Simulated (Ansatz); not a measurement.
Species: S, charge 0, triplet.

Hartree-Fock and MP2 correlation energies in hartree (Ansatz, a program for electronic structure). Radicals and triplets start from unrestricted determinants; spin-orbit coupling is neglected. Correlated methods leave the cores frozen. No relativity.

| basis | X | E(HF) | E(corr, MP2) |
|---|---|---|---|
| cc-pV(T+d)Z | 3 | -397.50938 | -0.11680 |
| cc-pV(Q+d)Z | 4 | -397.51264 | -0.12763 |
| cc-pV(5+d)Z | 5 | -397.51318 | withheld |

Q: Fit E(corr) = E∞ + A/X³ to X = 3 and 4, predict X = 5, and compare with the run.

A: A = (-0.11680 - (-0.12763))/(1/27 - 1/64) = 0.5058; E∞ = -0.12763 - A/64 = -0.13553; at X = 5, E∞ + A/125 = -0.13149. The run gave -0.13243, 0.94 mEh below the prediction. The same form on X = 4 and 5 gives E∞ = -0.13747, 1.93 mEh below the first estimate.
